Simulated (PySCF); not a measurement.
C₅H₁₁NOSi₂.
Cartesian coordinates in Å at the GFN2-xTB level; atoms count from 1:
```xyz
20
C5H11NOSi2 angstrom
C      2.106    2.367    1.685
C      2.266    1.245    1.281
Si     2.473   -0.483    0.641
O      1.130   -0.983   -0.126
Si    -0.425   -0.733   -0.545
C     -0.908   -2.264   -1.545
C     -1.527    0.047    0.806
C     -1.592    1.315   -0.053
N     -0.830    0.808   -1.183
H      1.970    3.349    2.040
H      2.659   -1.399    1.768
H      3.526   -0.512   -0.376
H     -0.298   -2.332   -2.439
H     -0.750   -3.170   -0.972
H     -1.948   -2.230   -1.849
H     -1.053    0.211    1.768
H     -2.501   -0.401    0.972
H     -1.108    2.175    0.421
H     -2.609    1.599   -0.341
H     -0.587    1.402   -1.957
```

Probes without a nucleus sit at each ring's centroid and 1 Å off its mean plane on both sides; NICS is minus the shielding there, NICSzz its component along the normal. Level: GIAO PBE0/pcSseg-1 (PySCF, non-relativistic, gas phase) on the GFN2-xTB geometry, one conformer.

Ring bond lengths (Å), with Mayer bond orders in brackets: Si5–C7 1.910 (0.86), C7–C8 1.533 (1.01), C8–N9 1.454 (0.97), N9–Si5 1.716 (1.04).

Task: Give the NICS values of each ring in ppm.

Result: 
| ring | type | NICS(0) | NICS(1), two faces | NICS(1)zz, two faces | rms pucker (Å) | centre to ring atoms, mean (Å) |
| --- | --- | --- | --- | --- | --- | --- |
| Si5–C7–C8–N9 | 4-membered ring with N and Si; formal bonds all single | -5.8 | -2.1 / -1.0 | -1.1 / -1.8 | 0.02 | 1.17 |

Task: What do they say, and how far can they be read as aromaticity?

Result: 
- Si5–C7–C8–N9: mean NICS(1)zz -1.4 ppm, near zero. Si5, C7, C8 have four or more neighbours; no verdict on aromaticity is drawn.

Task: What field does 11.7 T along the ring normal induce along that normal at the first NICS(1) probe listed for ring Si5–C7–C8–N9, 1 Å off the ring?

Result: NICSzz × B0 = -1.1 ppm × 11.7 T = -13 μT, against the applied field.

Task: List the ring angles and the Hirshfeld charges of the ring atoms.

Result: 
- Si5–C7–C8–N9: Si5 76.1° (+0.476 e), C7 88.0° (-0.175 e), C8 97.2° (-0.030 e), N9 98.5° (-0.259 e); sum 359.8° against 360° for a flat convex ring.
